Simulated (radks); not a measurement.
Spherical quantum dot in the effective-mass picture: electrons in a well V = -V0 / (1 + exp((r - R)/a)) with V0 = 10.9, R = 6.23, a = 0.28, all in effective atomic units (hartree* = m*/eps^2 hartree, bohr* = eps/m* bohr), one dielectric constant everywhere. Calculated with a radial shooting solver with Libxc functionals: non-relativistic Kohn-Sham, LDA (Slater exchange, Perdew-Wang correlation), spin-polarised, spherical densities. Levels are named by radial order and angular momentum (1s, 1p, 1d, 2s, ...), and open shells are averaged over m. Results are scaled to m* = 0.03 and eps = 14.2, for which hartree* = 4.049 meV and bohr* = 25.05 nm.

N = 16, configuration 1s2 1p6 1d(up 5, down 3). This is the lowest configuration that the search found. Occupied and some empty levels:

| level | occupation | eigenvalue (meV) | <r> (nm) |
|---|---|---|---|
| 1s up | 1 | -30.120 | 102.6 |
| 1s down | 1 | -30.057 | 102.4 |
| 1p up | 3 | -29.837 | 105.9 |
| 1p down | 3 | -29.772 | 105.8 |
| 1d up | 5 | -29.337 | 109.0 |
| 1d down | 3 | -29.270 | 109.0 |
| 1f up | 0 | -28.649 | 111.9 |
| 1f down | 0 | -28.581 | 111.9 |
| 2s up | 0 | -27.945 | 69.27 |
| 2s down | 0 | -27.915 | 69.10 |
| 2p up | 0 | -27.046 | 81.16 |
| 2p down | 0 | -27.007 | 81.01 |

Energy (meV): total -580.161, kinetic 22.422, external -697.68, Hartree 111.69, exchange-correlation -16.590.

Electron density:

| r (nm) | n(r) (e/nm^3) |
|---|---|
| 4.35 | 5.438e-08 |
| 20.8 | 8.675e-08 |
| 37.2 | 1.935e-07 |
| 53.6 | 4.526e-07 |
| 70.0 | 9.566e-07 |
| 86.4 | 1.680e-06 |
| 103 | 2.198e-06 |
| 119 | 1.741e-06 |
| 136 | 5.451e-07 |
| 152 | 2.990e-08 |
| 168 | 2.069e-10 |
| 185 | 6.423e-13 |
